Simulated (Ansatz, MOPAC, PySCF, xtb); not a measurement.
Dimer: NH3 (SMILES N) (first 4 atoms) with H2Se (SMILES [SeH2]); geometry from B3LYP-D3(BJ)/def2-TZVP.
(charge 0, multiplicity 1):
```xyz
7

N     -0.06812    -0.19824     0.01565
H     -0.97935    -0.30566    -0.41507
H      0.38346     0.60052    -0.41481
H      0.47876    -1.02167    -0.20822
Se    -0.38031     0.20919     3.61573
H      0.94747     0.82890     3.73691
H     -0.22981     0.05655     2.14431
```

Monomers are frozen at their geometry in the pair; levels with a basis set take the counterpoise correction.

The state that AM1 reach isn't checked.

The values were computed with Ansatz (a program for electronic structure); MOPAC for AM1 (differences of heats of formation); PySCF for the dispersion terms; xtb for the GFN methods. Values without a source in brackets are computed.

Task: One of these levels gives -3.64 kcal/mol for the interaction energy. Which?
A) BLYP/def2-TZVPPD
B) revPBE-D4/def2-TZVPPD
C) GFN-FF
D) AM1

Result: B, revPBE-D4/def2-TZVPPD. The others give -0.89 (GFN-FF), -0.35 (AM1), -2.02 (BLYP/def2-TZVPPD)
